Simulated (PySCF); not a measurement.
Level of theory: M06-2X/def2-TZVP // B3LYP-D3(BJ)/def2-TZVP run with PySCF. Gas-phase values, no solvent. One relaxed conformer stands for a flexible species; it need not be the lowest. Delta-SCF ions had no search for a lower state. Excitations are Tamm–Dancoff values on a coarser integration grid. The basis has no diffuse functions, so Rydberg states are missing or too high.

Reference species (SMILES): `O=CC(F)F` (O–C–C–F torsion 122°) (neutral, multiplicity 1).

```yaml
HOMO: -10.06 eV
S1–T1 gap (TDA): 0.55 eV
T1 excitation (TDA): 3.37 eV
vertical ionisation energy (Delta-SCF): 11.31 eV
```

After one change: the HOMO increases by 1.61 eV; the S1–T1 gap (TDA) falls by 0.09 eV; the T1 excitation (TDA) decreases by 0.31 eV; the vertical ionisation energy (Delta-SCF) decreases by 1.82 eV.

Question: What was changed between the two runs? The new species is one of these.
A) `C[S@](=O)C=O` (O–S–C–O torsion 170°)
B) `COC=O` (C–O–C–O torsion 0°)
C) `NC=O`
D) `O=CO[SiH3]` (O–C–O–Si torsion 0°)

Answer: A, `C[S@](=O)C=O` (O–S–C–O torsion 170°)
